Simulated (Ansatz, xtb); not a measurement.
**Two isomers of C6H8O**

We compare I, `C#CC1(C)COC1`, a singlet, with II, `C#C[C@@H]1CO[C@@H]1C`, a singlet. Both are isolated molecules in the gas phase, relaxed with B3LYP-D3(BJ)/def2-SVP.

Quicker runs give these differences E(II) − E(I): GFN2-xTB −3.60 kJ/mol; HF/STO-3G −8.83 kJ/mol (at GFN2-xTB geometries); r2SCAN-D4/def2-SVP −15.07 kJ/mol (at GFN2-xTB geometries).

Task: Estimate E(II) − E(I) at the level CCSD(T)/def2-SVP + ΔMP2/def2-TZVPP.

Result: Calculated at CCSD(T)/def2-SVP + ΔMP2/def2-TZVPP: E(II) − E(I) = −8.31 kJ/mol, so structure II lies lower.

Level by level:

```
                             level               geometry  E(II) − E(I) (kJ/mol)  departure from the last row (kJ/mol)  job, with rough time for the two
                          GFN2-xTB               GFN2-xTB                   −3.60                                 +4.71              optimisation, 0.66 s
                         HF/STO-3G               GFN2-xTB                   −8.83                                 −0.52               single point, 1.9 s
                r2SCAN-D4/def2-SVP               GFN2-xTB                  −15.07                                 −6.76                single point, 13 s
             B3LYP-D3(BJ)/def2-SVP  B3LYP-D3(BJ)/def2-SVP                  −13.81                                 −5.50             optimisation, 3.3 min
                       HF/def2-SVP  B3LYP-D3(BJ)/def2-SVP                  −11.53                                 −3.21           part of the CCSD(T) run
                      MP2/def2-SVP  B3LYP-D3(BJ)/def2-SVP                   −6.79                                 +1.53           part of the CCSD(T) run
                  CCSD(T)/def2-SVP  B3LYP-D3(BJ)/def2-SVP                   −7.46                                 +0.85                      single point
CCSD(T)/def2-SVP + ΔMP2/def2-TZVPP  B3LYP-D3(BJ)/def2-SVP                   −8.31                                                   single point, 3.5 min
```

As drawn, both hold the same kinds of bond in the same numbers.

The levels shown agree on the order. The largest departure from CCSD(T)/def2-SVP + ΔMP2/def2-TZVPP is that of r2SCAN-D4/def2-SVP, 6.76 kJ/mol. The last row adds to CCSD(T) the change of the MP2 difference between the two basis sets, here −0.85 kJ/mol.

With thermal terms from frequencies at re-optimised GFN2-xTB minima (ideal gas, soft modes damped towards free rotors, one conformer each, 298.15 K, 1 atm): on the last row, ΔE + ΔZPE = −7.82, ΔH = −7.93, ΔG = −8.09 kJ/mol.

The correlated steps freeze 7 core orbitals. Mirror images aren't counted in ΔG. Run with Ansatz 0.2.0, xtb 6.7.1; the last row on 2 threads of Intel(R) Xeon(R) Processor @ 2.50GHz (Skylake/Cascade Lake) on a shared host.
